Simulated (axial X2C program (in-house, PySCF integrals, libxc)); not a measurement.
**Potential curves of MoSn, with spin–orbit coupling**

All values were computed with an axial X2C code built on PySCF integrals. Two-component (2c) means X2C with spin–orbit coupling and atomic mean-field two-electron Coulomb and Gaunt terms. Basis: Sn dyall-cv3z [11s12p9d4f1g], Mo dyall-cv3z [11s12p9d5f3g] (cores contracted in-house); Gaussian nuclei, density fitting, unrestricted open shells. Masses: Sn 119.902 u, Mo 97.905 u.

State: Ω = 3 (⟨Sz⟩ = 2.07, ⟨Lz⟩ = 0.93 at HF). Energies in eV from the lowest point of each curve. Fits are polynomials in 1 − R0/R over 0.85 to 1.23 times the lowest point R0.

```csv
R (Å),CCSD(T),CCSD,HF,r2SCAN0
2.3794,,,1.4482,0.6145
2.4888,0.2934,0.3377,0.8871,0.2593
2.5709,0.1284,0.1595,0.5953,0.1088
2.6529,0.0370,0.0557,0.3857,0.0288
2.7350,0.0000,0.0069,0.2381,0.0000
2.8307,0.0060,0.0000,0.1243,0.0123
2.9264,0.0487,0.0306,0.0558,0.0583
3.0495,0.1376,0.1052,0.0122,0.1477
3.1999,,,0.0000,0.2802
3.4187,,,0.0200,0.4811
```

Correlated methods: 10 electrons correlated (number of frozen shells: Sn 4 s, 3 p, 2 d; Mo 4 s, 3 p, 1 d), 354 virtual spin orbitals or spinors in MP2, 90 natural virtuals in coupled cluster.

Occupations by symmetry block were frozen at the best pattern of an incomplete PBE0 search. Density functionals use the spin component along the axis (collinear). Coupled cluster ran in a truncated set of natural virtual spinors; the MP2 energy of the rest was added. (T) has no such correction and the atoms are truncated less, which lowers De at CCSD(T) by a hundredth of an eV or more. Other states lie close and PBE0, whose exact exchange favours high spin, may order them wrongly; the determinant shown need not be the ground state. The nearest other 2c determinant of the search, Ω = 1, lies 0.25 eV up at the distance of the search. The functionals have no current-density term, which raises determinants with orbital currents, atoms included. With several unpaired electrons one determinant need not be a pure state. Open-shell Ω = 0 determinants with evenly filled partner blocks cannot be reached by this program, so the Ω shown need not be the lowest component. The determinant is spin-polarised beyond a pure state at some levels (its spin-free form has ⟨S²⟩ too high), which makes Re and μ there less reliable. The T1 diagnostic is large, a sign of multireference character. With the outer-core shells frozen, correlated bond lengths of heavy atoms tend to come out a few hundredths of an ångström too long. Coupled cluster ran on the points near the minimum only. MP2 and coupled cluster on one determinant become unreliable at the stretched end.

Q: What are Re and ωe at the CCSD(T) level?

A: At CCSD(T), 2c: Re = 2.769 Å, ωe ≈ 161 cm⁻¹; Be follows as 0.0408 cm⁻¹.

Q: Fit the CCSD curve near its minimum: give the equilibrium distance and the harmonic wavenumber.

A: At CCSD, 2c: Re = 2.796 Å, ωe ≈ 153 cm⁻¹; Be follows as 0.04 cm⁻¹.

Q: What are Re and ωe at the HF level?

A: At HF, 2c: Re = 3.184 Å, ωe ≈ 74.1 cm⁻¹; Be follows as 0.0309 cm⁻¹.

Q: What are Re and ωe at the r2SCAN0 level?

A: At r2SCAN0, 2c: Re = 2.754 Å, ωe ≈ 159 cm⁻¹; Be follows as 0.0412 cm⁻¹.
